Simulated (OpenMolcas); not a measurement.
## Ta4+ in a point-charge field

Ta4+ among 2 point charges of -1.5 e arranged as a linear pair (D∞h), 2.3 Å from the ion.
```
   0.0000    0.0000    2.3000  -1.50
   0.0000    0.0000   -2.3000  -1.50
```

| Property | Result |
| --- | --- |
| Program | OpenMolcas |
| Method | CASSCF |
| Basis | ANO-RCC-VDZP [7s6p4d2f1g] |
| Scalar Hamiltonian | DKH2, point nucleus |
| Active space | 1 electron in 5 orbitals (5d) |
| State averaging | 2S+1 = 2 even, 5 roots |
| Spin-orbit coupling | state interaction with AMFI integrals over the reference wave functions |

The lowest spin-free states (labels by Λ), above the lowest:

```json
{"State": "2Δ", "Degeneracy": "2", "E (cm-1)": "0.0", "Free-ion L (%)": "D (100)"}
{"State": "2Π", "Degeneracy": "2", "E (cm-1)": "9990", "Free-ion L (%)": "D (100)"}
{"State": "2Σ", "Degeneracy": "1", "E (cm-1)": "12589", "Free-ion L (%)": "D (100)"}
```

The lowest levels with spin-orbit coupling:

| E (cm-1) | Degeneracy | 2S+1 | g |
| --- | --- | --- | --- |
| 0.0 | 2 | 2 | 0.00 0.00 2.08 |
| 6689 | 2 | 2 | 0.00 0.00 6.00 |
| 9911 | 2 | 2 | 0.50 1.48 1.48 |
| 15895 | 2 | 2 | 0.00 0.00 3.92 |
| 18388 | 2 | 2 | 1.50 3.48 3.48 |

Powder χT (cm3 K/mol): 0.135 at 2 K, 0.136 at 10 K, 0.138 at 50 K, 0.14 at 100 K, 0.146 at 200 K, 0.151 at 300 K. The effective moment at 300 K is 2.828 √(χT) = 1.10 μB.

The lowest level has 2S+1 = 2, for which the spin-only value is χT = S(S+1) / 2 = 0.375 cm3 K/mol (g = 2). The computed 0.151 at 300 K differs by -0.224, through orbital momentum, spin-orbit coupling and any other state in reach.

Point charges carry no covalency, so the field is a model and not that of real ligands. No measured value stands beside these numbers.
